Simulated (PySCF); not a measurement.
Species: C7H11FSi.
Atom-mapped SMILES: `[CH2:1]=[CH:2][C@@H:3]([F:4])[SiH:5]1[CH2:6][CH:7]=[CH:8][CH2:9]1` (hydrogens: H10, H11 on C1; H12 on C2; H13 on C3; H14 on Si5; H15, H16 on C6; H17 on C7; H18 on C8; H19, H20 on C9)

Level of theory: TDDFT B3LYP/def2-SVPD, vertical, gas phase, core orbitals frozen in the response (PySCF 2.14.0, density-fitted response routines). The structure is a single PBE0-D3(BJ)/def2-SVP conformer in the gas phase; no vibrational or solvent corrections.

Kohn–Sham orbitals with the atoms that hold most of them (Löwdin shares over 4%, at most four atoms; ? is withheld):

```json
{"orbital": "HOMO-3", "ε (eV)": "-8.70", "atoms": "Si5 14%, C3 13%, C2 13%, F4 13%"}
{"orbital": "HOMO-2", "ε (eV)": "-8.26", "atoms": "C6 24%, C9 23%, Si5 21%, C7 5%"}
{"orbital": "HOMO-1", "ε (eV)": "-7.15", "atoms": "?"}
{"orbital": "HOMO", "ε (eV)": "-6.86", "atoms": "C1 16%, C7 14%, C8 14%, C2 13%"}
{"orbital": "LUMO", "ε (eV)": "-0.30", "atoms": "?"}
{"orbital": "LUMO+1", "ε (eV)": "0.05", "atoms": "C7 29%, C8 28%, C6 6%, C9 6%"}
{"orbital": "LUMO+2", "ε (eV)": "0.35", "atoms": "C7 12%, Si5 12%, C8 10%, C6 9%"}
```

Task: Which atoms hold the HOMO-1, and with what shares?

Result: C8 (bonded to 2 C and H) 20%; C7 (bonded to 2 C and H) 20%; C1 (bonded to C and 2 H) 15%; C2 (bonded to 2 C and H) 13%.

Task: Give the leading atoms of the LUMO.

Result: C1 (bonded to C and 2 H) 26%; C2 (bonded to 2 C and H) 24%; Si5 (bonded to 3 C and H) 8%; C3 (bonded to C, F, Si and H) 6%. By element: carbon 56% or more, silicon 8%.

Task: The HOMO–LUMO gap is 6.56 eV. Where does the response calculation put the lowest singlet, and from which orbitals?

Result: S1 is at 5.97 eV (f = 0.060), 0.59 eV below the gap, made of HOMO→LUMO (84%), HOMO-1→LUMO (8%). 

Next come S2 at 6.24 eV (f 0.014), HOMO→LUMO+1 (49%), HOMO-1→LUMO (37%); S3 at 6.36 eV (f 0.0048), HOMO→LUMO+2 (80%), HOMO-1→LUMO+2 (9%); S4 at 6.47 eV (f 0.084), HOMO→LUMO+3 (41%), HOMO→LUMO+1 (20%), HOMO-1→LUMO (17%); S5 at 6.55 eV (f 0.114), HOMO-1→LUMO+2 (28%), HOMO→LUMO+3 (23%), HOMO-1→LUMO (15%).

Löwdin shares depend on the basis, the more so with diffuse functions.
